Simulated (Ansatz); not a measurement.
A CCSD(T) single point on AlH₅OSSi, SMILES `O[SiH]([AlH2])S`.

```yaml
crystal:
  periodic: [false, false, false]
  atoms:
    - {symbol: O, position_ang: [-1.475602, -1.269447, 1.021908]}
    - {symbol: Si, position_ang: [-1.055787, -0.073100, -0.030778]}
    - {symbol: Al, position_ang: [0.910027, 1.301552, -0.062358]}
    - {symbol: S, position_ang: [0.680639, -0.789901, -1.400305]}
    - {symbol: H, position_ang: [-1.019793, -1.266097, 1.865671]}
    - {symbol: H, position_ang: [-2.149394, -0.036333, -1.034929]}
    - {symbol: H, position_ang: [0.913014, 2.556392, -1.026802]}
    - {symbol: H, position_ang: [1.991033, 0.986653, 1.056951]}
    - {symbol: H, position_ang: [1.294261, -1.456218, -0.406558]}
basis:
  gaussian: {orbitals: def2-SVP}
correlation: {method: ccsd_t}
```

```sh
$ ansatz run in.yaml --threads 4 --pin off --events-out ev --progress --plain
```

Log, shortened:

```
Functional definition: HF
874 factors; integrals over basis functions are off by at most 1.1e-3 eV
mean field evaluation 1: about -27367.8341 eV, gradient 3.3e1 eV
mean field evaluation 2: about -27367.8398 eV, gradient 3.3e1 eV
mean field evaluation 4: about -27370.4934 eV, gradient 3.0e0 eV
mean field evaluation 8: about -27370.5345 eV, gradient 1.2e-4 eV
mean field -27370.53453541 eV, -1005.8485917615 hartree, gradient 2.3e-6 eV, S^2 0.000000; 0 other end points of the search recorded, 0 dependent functions left out
16 core orbitals not correlated: weight in the atoms' cores, before any rotation towards them, 1.000 or more for the frozen orbitals, at most 0.000 for the correlated occupied ones
reference -27370.53453541 eV, -1005.8485917615 hartree; 12, 12 occupied and 65, 65 virtual orbitals, 874 factors
second order -13.20986306 eV of doubles, -0.00000000 eV of singles
cycle   1  -14.06654499 eV  change   -8.6e-1 eV  update   9.5e-2
cycle   2  -14.49451551 eV  change   -4.3e-1 eV  update   3.0e-2
cycle   3  -14.58548032 eV  change   -9.1e-2 eV  update   1.5e-2
cycle   4  -14.58163751 eV  change    3.8e-3 eV  update   3.6e-3
cycle   5  -14.58038810 eV  change    1.2e-3 eV  update   1.4e-3
cycle   6  -14.58043546 eV  change   -4.7e-5 eV  update   4.4e-4
cycle   7  -14.58026447 eV  change    1.7e-4 eV  update   1.5e-4
cycle   8  -14.58024394 eV  change    2.1e-5 eV  update   5.3e-5
cycle   9  -14.58026458 eV  change   -2.1e-5 eV  update   2.0e-5
perturbative correction -0.39020429 eV, -0.0143397431 hartree
Total energy: -27385.50500427 eV, -1006.3987463451 hartree
```

Run time 2 s (4 threads of a server CPU on a shared host); peak host memory 0.28 GiB.

MP2 recovers 88.2 % of the CCSD(T) correlation energy and the triples give 2.6 %; T1 = 0.0127.
